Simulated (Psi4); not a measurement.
CBrF₃, charge -1, doublet, at the geometry of the source list (a state made from the parent by changing its charge; the spin is typed, not shown lowest) (a gas-phase anion, which may not be bound at this level); HF/aug-cc-pVDZ (Psi4).

Input for Psi4:
```
memory 2 GB

molecule mol {
-1 2
  F    -0.586600   -0.604900   -1.070200
  C    -0.112600    0.004600   -0.000800
  F    -0.600500   -0.584900    1.073500
  F    -0.516800    1.260100   -0.015100
  Br    1.816600   -0.075000    0.012500
}

set basis aug-cc-pvdz
set reference uhf

energy('scf')
print_variables()
```

It wrote (shortened):

```
   => Loading Basis Set <=

    Name: AUG-CC-PVDZ
    Role: ORBITAL
    Keyword: BASIS

         ---------------------------------------------------------
                                   SCF
               by Justin Turney, Rob Parrish, Andy Simmonett
                          and Daniel G. A. Smith
                              UHF Reference
         ---------------------------------------------------------

  ==> Geometry <==

    Molecular point group: c1
    Full point group: C1

    Geometry (in Angstrom), charge = -1, multiplicity = 2:

       Center              X                  Y                   Z               Mass
    ------------   -----------------  -----------------  -----------------  -----------------
         F           -1.327846999302    -0.574286931307    -1.075288770282    18.998403162730
         C           -0.853846999302     0.035213068693    -0.005888770282    12.000000000000
         F           -1.341746999302    -0.554286931307     1.068411229718    18.998403162730
         F           -1.258046999302     1.290713068693    -0.020188770282    18.998403162730
         BR           1.075353000698    -0.044386931307     0.007411229718    78.918337600000

  Running in c1 symmetry.

  Rotational constants: A =      0.19306  B =      0.06974  C =      0.06974 [cm^-1]
  Rotational constants: A =   5787.69582  B =   2090.89232  C =   2090.86239 [MHz]
  Nuclear repulsion =  368.528912101695312

  Charge       = -1
  Multiplicity = 2
  Electrons    = 69
  Nalpha       = 35
  Nbeta        = 34

  ==> Algorithm <==

  SCF Algorithm Type is DF.
  DIIS enabled.
  MOM disabled.
  Fractional occupation disabled.
  Guess Type is SAD.
  Energy threshold   = 1.00e-06
  Density threshold  = 1.00e-06
  Integral threshold = 1.00e-12

  ==> Primary Basis <==

  Basis Set: AUG-CC-PVDZ
    Blend: AUG-CC-PVDZ
    Number of shells: 50
    Number of basis functions: 128
    Number of Cartesian functions: 139
    Spherical Harmonics?: true
    Max angular momentum: 2

   => Loading Basis Set <=

    Name: (AUG-CC-PVDZ AUX)
    Role: JKFIT
    Keyword: DF_BASIS_SCF

  ==> Integral Setup <==

  SCF_SUBTYPE=INCORE selected. In-core MEM_DF algorithm will be used.
  Using in-core AOs.

  ==> MemDFJK: Density-Fitted J/K Matrices <==

    J tasked:                   Yes
    K tasked:                   Yes
    wK tasked:                   No
    Algorithm:                 Core
    Schwarz Cutoff:           1E-12
    Mask sparsity (%):       0.0000
[...]
   @DF-UHF iter  13: -2907.87908058845460   -8.32836e-07   1.09456e-06 DIIS
   @DF-UHF iter  14: -2907.87908065556712   -6.71125e-08   5.93531e-07 DIIS
  Energy and wave function converged.

  ==> Post-Iterations <==

   @Spin Contamination Metric:   1.802674841E-02
   @S^2 Expected:                7.500000000E-01
   @S^2 Observed:                7.680267484E-01
   @S   Expected:                5.000000000E-01
   @S   Observed:                5.000000000E-01

    Orbital Energies [Eh]
    ---------------------

    Alpha Occupied:

[...]
    Alpha Virtual:

[...]
    Beta Occupied:

[...]
      34A     -0.250713

    Beta Virtual:

[...]
     128A      5.384857

    Final Occupation by Irrep:
              A
    DOCC [    34 ]
    SOCC [     1 ]
    NA   [    35 ]
    NB   [    34 ]

  @DF-UHF Final Energy: -2907.87908065556712

   => Energetics <=

    Nuclear Repulsion Energy =            368.5289121016953118
    One-Electron Energy =               -4796.0616564171468781
    Two-Electron Energy =                1519.6536636598848418
    Total Energy =                      -2907.8790806555671224

  UHF NO Occupations:
  HONO-2 :   33  A 1.9998929
  HONO-1 :   34  A 1.9912465
  HONO-0 :   35  A 1.0000000
  LUNO+0 :   36  A 0.0087535
  LUNO+1 :   37  A 0.0001071
  LUNO+2 :   38  A 0.0000424
  LUNO+3 :   39  A 0.0000424

Computation Completed

Properties will be evaluated at   0.000000,   0.000000,   0.000000 [a0]

Properties computed using the SCF density matrix

 Multipole Moments:

 ------------------------------------------------------------------------------------
     Multipole            Electronic (a.u.)      Nuclear  (a.u.)        Total (a.u.)
 ------------------------------------------------------------------------------------

 L = 1.  Multiply by 2.5417464519 to convert [e a0] to [Debye]
 Dipole X            :          1.9394620           -5.3564211           -3.4169591
 Dipole Y            :         -0.0801847            0.2210765            0.1408918
 Dipole Z            :          0.0133894           -0.0369184           -0.0235290
 Magnitude           :                                                    3.4199435

 ------------------------------------------------------------------------------------

  Variable Map:
  ----------------------------------------------------------------------------
[...]
  Array Variable Map:
  ----------------------------------------------------------------------------
[...]
[...]
```
